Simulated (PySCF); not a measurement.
Two-dimensional NMR puzzle

Compound of formula C$_{6}$H$_{8}$F$_{3}$N$_{3}$. Correlations simulated from computed shifts and the bond graph:

HSQC (one-bond C–H):
```
  δH     δC
8.05  138.4
4.72   53.3
1.76   25.6
```

COSY cross peaks (H two or three bonds apart, from the bond graph; peaks can be absent where the dihedral angle is near 90°):
```
  δH    δH
4.72  1.76
```

HMBC (two and three bonds, from the bond graph):
```
  δH            δC
8.05  134.3, 131.2
4.72   134.3, 25.6
1.76    53.3, 25.6
```

Carbons without hydrogens: δ 134.3, 131.2.

[PySCF: GFN2-xTB geometry; NMR shieldings at PBE0/pcSseg-1/GIAO; relativity neglected; isolated molecule; one computed conformer; one averaged value for each set of equivalent atoms]

Referencing at the same level of theory: 1H (σ = 31.72 ppm), 13C (σ = 186.93 ppm) vs TMS.

Exchangeable hydrogens are left out of these lists.

**Question.** Assemble the structure.

**Answer.** `CC(C)n1nncc1C(F)(F)F`.

Mapped SMILES: `[CH3:1][CH:2]([CH3:3])[n:4]1[n:5][n:6][cH:7][c:8]1[C:9]([F:10])([F:11])[F:12]`. Each H is labelled by its parent atom.

- δC 138.4 is C7, an aromatic CH next to a ring nitrogen (δH 8.05).
- δC 134.3 is C8, a substituted aromatic carbon next to a ring nitrogen.
- δC 131.2 is C9, a CF3 carbon.
- δC 53.3 is C2, an sp3 CH bonded to N (δH 4.72).
- δC 25.6 is C1/C3, a methyl carbon (δH 1.76).
- HMBC from δH 8.05 reaches the proton-free carbons C8, C9.
- HMBC from δH 4.72 reaches the proton-free carbon C8.
- COSY links 4.72–1.76.

The data come from this structure; uniqueness wasn't tested.

Shifts are as computed. Against solution values, carbons near 30 ppm lie about +3 ppm off and those near 130 ppm about +5 ppm. Of 1211 compounds with measured shifts, 218 miss one by over three times the rms of a fit or turn the order of signals round; such compounds aren't used in these exercises.
